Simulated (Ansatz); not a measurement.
The same path of C2H7AlSSi (12 atoms, charge 0, multiplicity 1) was run twice with different band settings. The coordinate that changes most is the dihedral H6–C1–Si2–Al3.

These are results of RKS revPBE/def2-SVP in Ansatz, not measurements.

Relaxed end points:

```xyz
12
Properties=species:S:1:pos:R:3
C -1.856 0.563 -0.844
Si -0.048 -0.018 -0.703
Al 0.624 -1.717 0.782
C 0.703 0.309 1.042
S 2.473 -0.180 1.020
H -2.452 0.224 0.026
H -1.911 1.671 -0.899
H -2.325 0.152 -1.762
H 0.776 0.550 -1.846
H 0.635 -3.002 1.728
H 0.509 1.171 1.707
H 2.949 0.223 -0.216
```

```xyz
12
Properties=species:S:1:pos:R:3
C -1.794 0.750 -0.832
Si 0.021 0.197 -0.677
Al 0.640 -1.858 0.292
C 0.582 -0.005 1.156
S 2.369 -0.424 1.184
H -1.905 1.822 -0.564
H -2.152 0.619 -1.874
H -2.451 0.153 -0.167
H 0.918 1.105 -1.502
H 0.630 -3.369 0.806
H 0.277 0.609 2.024
H 2.944 0.347 0.187
```

Common settings: movable images 7; climbing image yes; spring 5.0 eV/Å²; optimiser quadratic models (default); start path IDPP; iteration limit 60; end points relaxed.

| run | force threshold |
| --- | --- |
| 1 | 0.05 eV/Å |
| 2 | 0.2 eV/Å |

Problem. What does each run give, and how far can it be trusted?

Solution. Run 1: converged after 3 iterations, highest image 0.054 eV above the first end. A vibrational analysis at the climbing image gives one clearly imaginary mode, 144i cm⁻¹: a first-order saddle point.
Run 2: converged after 2 iterations, highest image 0.054 eV above the first end. The threshold of 0.2 eV/Å is loose, so the images may lie well off the minimum-energy path. Another band between the same ends (7 images) ends at a top of the same energy, where a vibrational analysis finds 1 clearly imaginary mode.
